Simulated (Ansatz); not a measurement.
Ansatz (a program for electronic structure) input (MP2/6-31G* with LANL2DZ past Ar): The .json file joins the Basis Set Exchange's 6-31G* for atoms up to Ar and LANL2DZ past it.

Ansatz 0.2 input:
```yaml
crystal:
  periodic: [false, false, false]
  atoms:
    - {symbol: Sb, position_ang: [0.00020347, -0.00057521, 0.05360724]}
    - {symbol: H, position_ang: [-0.91134945, -1.07727245, -0.91954118]}
    - {symbol: H, position_ang: [-0.49094307, 1.33948235, -0.89520480]}
    - {symbol: H, position_ang: [1.39191538, -0.23287408, -0.91922302]}
basis:
  gaussian:
    orbitals: 6-31Gs+LANL2DZ.json
total_charge: 1
magnetization: {spin_polarized: true, initial_magnetization: 1}
correlation: {method: mp2, electrons: outside_noble_gas}
```

Output:

```
Functional definition: HF
integrals: 0.00 GiB planned
221 factors; integrals over basis functions are off by at most 2.2e-4 eV
mean field: 0.04 GiB planned
mean field evaluation 1: about -179.2283 eV, gradient 4.3e0 eV
mean field evaluation 2: about -179.2059 eV, gradient 4.2e0 eV
mean field evaluation 4: about -179.4008 eV, gradient 1.7e-1 eV
mean field evaluation 8: about -179.4010 eV, gradient 1.9e-6 eV
mean field -179.40101757 eV, -6.5928657932 hartree, gradient 5.8e-6 eV, S^2 0.751039; 0 other end points of the search recorded, 0 dependent functions left out
reference -179.40101757 eV, -6.5928657932 hartree; 4, 3 occupied and 10, 11 virtual orbitals, 221 factors
second order -1.32990789 eV of doubles, -0.00000000 eV of singles
Total energy: -180.73092545 eV, -6.6417390066 hartree
```

The dipole moment of an ion depends on the origin.

The geometry given is a B3LYP-D3(BJ)/def2-TZVP minimum of the species of charge 0 and multiplicity 1, not of this state.
